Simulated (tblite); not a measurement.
CH₁₂GeSi₃.
Numbering: `[SiH3:1][CH2:2][Si@@H:3]([SiH3:4])[GeH3:5]` (hydrogens: H6, H7, H8 on Si1; H9, H10 on C2; H11 on Si3; H12, H13, H14 on Si4; H15, H16, H17 on Ge5)

Computed with GFN2-xTB (tblite), gas phase: L-BFGS steps from a force-field or distance-geometry start until the largest atomic force falls under 0.01 eV/Å.

Step 41: E = -417.5310 eV
```
atom  x, y, z in Å  |  force x, y, z in eV/Å
Si1    -2.2848   -0.7843   -0.2164   -0.038   0.007  -0.012
C2     -1.0492   -0.2409    1.1272   -0.019  -0.023   0.027
Si3     0.7640    0.1625    0.6638   -0.047  -0.009   0.021
Si4     1.8656   -1.4962   -0.5236   -0.004  -0.009  -0.009
Ge5     0.7979    2.2601   -0.3947   -0.019   0.021  -0.018
H6     -3.1311    0.3417   -0.6084    0.023   0.082  -0.034
H7     -1.6200   -1.3254   -1.4036    0.082   0.001   0.012
H8     -3.1583   -1.8213    0.3404    0.003  -0.027   0.013
H9     -1.4625    0.6413    1.6224    0.004  -0.040   0.013
H10    -1.0293   -1.0240    1.8865    0.043   0.011   0.012
H11     1.4395    0.3793    1.9637    0.015   0.018   0.006
H12     1.3246   -1.6526   -1.8761    0.009  -0.025  -0.014
H13     3.2937   -1.1952   -0.6756   -0.027   0.002   0.003
H14     1.7836   -2.8009    0.1383   -0.010  -0.004  -0.018
H15     0.2908    3.4145    0.4236   -0.003   0.031   0.012
H16     0.0100    2.4100   -1.6636   -0.021  -0.027  -0.023
H17     2.1584    2.7434   -0.8137    0.009  -0.009   0.008
```

Step 42: E = -417.5318 eV
```
atom  x, y, z in Å  |  force x, y, z in eV/Å
Si1    -2.2853   -0.7760   -0.2162   -0.060  -0.005  -0.038
C2     -1.0451   -0.2466    1.1275   -0.028  -0.025   0.009
Si3     0.7652    0.1586    0.6600   -0.015   0.044   0.051
Si4     1.8713   -1.4986   -0.5220    0.001  -0.019  -0.014
Ge5     0.7920    2.2584   -0.3993   -0.020   0.004   0.013
H6     -3.1223    0.3581   -0.6066    0.031   0.076  -0.031
H7     -1.6284   -1.3228   -1.4063    0.078   0.006   0.028
H8     -3.1687   -1.8049    0.3416    0.009  -0.022   0.008
H9     -1.4574    0.6310    1.6300    0.004  -0.018   0.025
H10    -1.0250   -1.0354    1.8796    0.050  -0.008   0.030
H11     1.4442    0.3829    1.9597   -0.003   0.008  -0.025
H12     1.3400   -1.6542   -1.8787    0.011  -0.026  -0.008
H13     3.3012   -1.2010   -0.6614   -0.027   0.005  -0.001
H14     1.7826   -2.8014    0.1424   -0.012  -0.011  -0.022
H15     0.2797    3.4081    0.4239    0.002   0.024   0.004
H16    -0.0002    2.4061   -1.6647   -0.026  -0.023  -0.038
H17     2.1493    2.7498   -0.8195    0.006  -0.009   0.007
```

Problem. Estimate the geometry and energy of step 43. (The exact step hangs on the optimiser's Hessian estimate; all steps are aligned on step 42, rigid shifts and turns removed.)

Solution. E = -417.5332 eV, largest force 0.131 eV/Å
```
atom  x, y, z in Å  |  force x, y, z in eV/Å
Si1    -2.2868   -0.7644   -0.2162   -0.076  -0.014  -0.062
C2     -1.0400   -0.2553    1.1285   -0.041  -0.026  -0.017
Si3     0.7661    0.1538    0.6553    0.031   0.104   0.074
Si4     1.8787   -1.5024   -0.5204    0.000  -0.020  -0.014
Ge5     0.7831    2.2562   -0.4056   -0.021  -0.017   0.051
H6     -3.1086    0.3831   -0.6051    0.046   0.056  -0.025
H7     -1.6373   -1.3186   -1.4089    0.066   0.014   0.051
H8     -3.1830   -1.7822    0.3433    0.014  -0.012  -0.003
H9     -1.4510    0.6155    1.6416    0.002   0.013   0.043
H10    -1.0183   -1.0517    1.8709    0.053  -0.036   0.048
H11     1.4506    0.3886    1.9536   -0.026  -0.007  -0.059
H12     1.3618   -1.6574   -1.8831    0.013  -0.026   0.002
H13     3.3108   -1.2091   -0.6414   -0.023   0.008  -0.008
H14     1.7811   -2.8025    0.1475   -0.015  -0.022  -0.027
H15     0.2643    3.4000    0.4240    0.008   0.014  -0.009
H16    -0.0150    2.3998   -1.6667   -0.030  -0.016  -0.051
H17     2.1364    2.7585   -0.8273   -0.002  -0.012   0.006
```

The energy changes by -0.0014 eV. The first-order estimate −F·Δx gives -0.0018 eV and the mean of the old and new forces, exact on a quadratic surface, -0.0014 eV. The step makes an angle of 82° with the force vector and moves no atom by more than 0.029 Å.

The cost below is that of the whole relaxation. The run took 2.5 s of wall time on an Arm Neoverse N1 with one thread, no GPU, shared host.
